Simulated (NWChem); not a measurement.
SiPH4, doublet; SMILES [SiH3][PH]

**Question.** Give the equilibrium geometry at PBE0/def2-SVP, spin-unrestricted (NWChem) as a Z-matrix, with the point group.

**Answer.** point group Cs; any orientation.
```
Si
H 1 1.4930
H 1 1.4970 2 108.95
H 1 1.4971 2 108.94 3 118.18
P 1 2.2614 2 109.33 4 120.88
H 5 1.4348 1 91.36 2 179.75
```
